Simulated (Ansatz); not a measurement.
**Which isomer of C2H5FGe gives these data?**

These gas-phase data were calculated for one isomer of C2H5FGe at PBE0-D3(BJ)/def2-SVP (harmonic, unscaled wavenumbers; equilibrium rotational constants with average atomic masses):

- rotational constants: 7.783, 3.47, 2.485 GHz
- all wavenumbers above 1500 cm⁻¹: 3162, 3139, 3070, 3055, 3003

Candidates:

(1) `C=[CH][GeH2][F]`, a singlet
(2) `C[CH2][Ge][F]`, a singlet

Assign the data to one candidate and say why.

Candidate (2). No mode falls between 1900 and 2250 cm⁻¹, where the Ge–H stretch of (1) would stand.

The same quantities for all candidates:

```
     rotational constants (GHz)         wavenumbers above 1500 cm⁻¹  E above the lowest, PBE0-D3(BJ)/def2-SVP (kcal/mol)
(1)         8.162, 3.723, 2.644  3250, 3176, 3147, 2170, 2169, 1685                                                 11.6
(2)          7.783, 3.47, 2.485        3162, 3139, 3070, 3055, 3003                                                  0.0
```

Each candidate is one conformer. Programs: Ansatz 0.2.0.
